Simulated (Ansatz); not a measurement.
`O[SiH2][SiH]([SiH3])S`. Charge 0, multiplicity 1.

Z-matrix (Å, degrees):
```
Si
Si 1 2.337
O 1 1.657 2 104.3
H 1 1.491 2 110.6 3 119.3
H 1 1.492 2 112.3 3 -120.7
S 2 2.148 1 106.0 3 -41.9
Si 2 2.337 1 111.9 3 -158.7
H 2 1.492 1 110.5 3 79.3
H 3 0.958 1 118.0 2 174.0
H 6 1.346 2 94.0 1 36.3
H 7 1.487 2 110.6 1 171.7
H 7 1.486 2 109.8 1 51.2
H 7 1.488 2 109.5 1 -68.4
```

**Question.** Give the diagnostics of a CCSD(T)/def2-TZVPP run (frozen core, the Gaussian-basis code of Ansatz). (Best estimate.)

**Answer.** Ansatz gave: T1 = 0.0127, largest single amplitude 0.017, largest double 0.016, (T) share of the correlation energy 3.8 %, 9 CCSD cycles. The RHF solution is stable towards an unrestricted one. T1 lies under the customary mark of 0.02 for closed shells.
